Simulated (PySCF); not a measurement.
## Working out the excitation energy of Sb²⁺

Sb²⁺ [Kr] 4d10 5s2 5p1 (2P) → Sb²⁺ [Kr] 4d10 5s1 5p1 6s1 (4P). Computed with PySCF 2.14 in aug-cc-pVTZ-PP with ECP28MDF (6s5p4d2f, 55 functions), with a scalar-relativistic core potential. Frozen: 4s2 4p6 4d10. Energies in hartree (1 hartree = 27.21139 eV):

```json
{"part": "UHF", "Sb²⁺ (lower)": "-238.374161", "Sb²⁺ (upper)": "-237.721261"}
{"part": "CCSD correlation", "Sb²⁺ (lower)": "-0.046010", "Sb²⁺ (upper)": "-0.016243"}
{"part": "(T)", "Sb²⁺ (lower)": "-0.000608", "Sb²⁺ (upper)": "-0.000408"}
```

Problem. What does Hartree-Fock give?

Solution. (-237.721261) − (-238.374161) = 0.652900 hartree = 17.766 eV.

Problem. What do CCSD and CCSD(T) give?

Solution. The CCSD correlation energies differ by 0.029767 hartree = 0.810 eV and the triples by 0.000200 hartree = 0.005 eV, so CCSD gives 18.576 eV and CCSD(T) 18.581 eV.

The coupled-cluster amplitudes are large, so a single reference is strained.
